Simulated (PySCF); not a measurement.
Correlation energy of Ni (nickel, neutral)

[Ar] 3d8 4s1 4p1, one real determinant (an excited configuration). Computed with PySCF 2.14 in def2-QZVPPD, with no relativity, point nucleus. Frozen: [Ar]; 10 electrons correlated.

```
  level  correlation energy (mhartree)
   CCSD                        -289.18
    (T)                          -9.01
CCSD(T)                        -298.19
```

Diagnostics: T1 = 0.016, D1 = 0.0442, largest double amplitude 0.032.

The real determinant used has ⟨L²⟩ near 14 against 20 for a pure G term, so it mixes terms.

Cost of the coupled-cluster step: roughly 90 core-seconds, for 10 correlated electrons.

Iterations:

```
CC2 = 0
CCSD nocc = (np.int64(7), np.int64(3)), nmo = (91, 91)
frozen orbitals [[0, 1, 2, 3, 4, 5, 6, 7, 8], [0, 1, 2, 3, 4, 5, 6, 7, 8]]
max_cycle = 100
direct = 0
conv_tol = 1e-08
conv_tol_normt = 1e-06
diis_space = 8
diis_start_cycle = 0
Init t2, MP2 energy = -0.299922363388316
Init E_corr(UCCSD) = -0.299922363388609
cycle = 1  E_corr(UCCSD) = -0.281441034639694  dE = 0.0184813287  norm(t1,t2) = 0.0636543
cycle = 2  E_corr(UCCSD) = -0.28845210119989  dE = -0.00701106656  norm(t1,t2) = 0.0238854
cycle = 3  E_corr(UCCSD) = -0.287919606637331  dE = 0.000532494563  norm(t1,t2) = 0.0131706
cycle = 4  E_corr(UCCSD) = -0.288945948769268  dE = -0.00102634213  norm(t1,t2) = 0.00702883
cycle = 5  E_corr(UCCSD) = -0.28914060791344  dE = -0.000194659144  norm(t1,t2) = 0.00315198
cycle = 6  E_corr(UCCSD) = -0.2891324531044  dE = 8.15480904e-06  norm(t1,t2) = 0.00220074
cycle = 7  E_corr(UCCSD) = -0.289143746036597  dE = -1.12929322e-05  norm(t1,t2) = 0.00131389
cycle = 8  E_corr(UCCSD) = -0.289198851740691  dE = -5.51057041e-05  norm(t1,t2) = 0.000699883
cycle = 9  E_corr(UCCSD) = -0.289180354172985  dE = 1.84975677e-05  norm(t1,t2) = 0.000314807
cycle = 10  E_corr(UCCSD) = -0.28917870073597  dE = 1.65343702e-06  norm(t1,t2) = 0.000204616
cycle = 11  E_corr(UCCSD) = -0.289185526737273  dE = -6.8260013e-06  norm(t1,t2) = 0.00016622
cycle = 12  E_corr(UCCSD) = -0.289182365406243  dE = 3.16133103e-06  norm(t1,t2) = 0.000127822
cycle = 13  E_corr(UCCSD) = -0.289183746035868  dE = -1.38062962e-06  norm(t1,t2) = 7.69481e-05
cycle = 14  E_corr(UCCSD) = -0.289182901213514  dE = 8.44822354e-07  norm(t1,t2) = 4.02202e-05
cycle = 15  E_corr(UCCSD) = -0.289182223231903  dE = 6.7798161e-07  norm(t1,t2) = 2.10015e-05
cycle = 16  E_corr(UCCSD) = -0.289182783702769  dE = -5.60470865e-07  norm(t1,t2) = 1.04495e-05
cycle = 17  E_corr(UCCSD) = -0.289182833112626  dE = -4.94098573e-08  norm(t1,t2) = 5.5185e-06
cycle = 18  E_corr(UCCSD) = -0.289182894630952  dE = -6.15183261e-08  norm(t1,t2) = 3.69689e-06
cycle = 19  E_corr(UCCSD) = -0.289182930312218  dE = -3.56812656e-08  norm(t1,t2) = 2.65654e-06
cycle = 20  E_corr(UCCSD) = -0.289182955009264  dE = -2.46970465e-08  norm(t1,t2) = 1.86143e-06
cycle = 21  E_corr(UCCSD) = -0.289182988314425  dE = -3.33051613e-08  norm(t1,t2) = 1.09137e-06
cycle = 22  E_corr(UCCSD) = -0.289183008532602  dE = -2.02181765e-08  norm(t1,t2) = 6.37371e-07
cycle = 23  E_corr(UCCSD) = -0.289183016735204  dE = -8.20260193e-09  norm(t1,t2) = 4.41802e-07
UCCSD converged
E(UCCSD) = -1507.095729571635  E_corr = -0.2891830167352039
UCCSD(T) correction = -0.00901376769706848
```

The reference is one real determinant that mixes LS terms of this configuration.
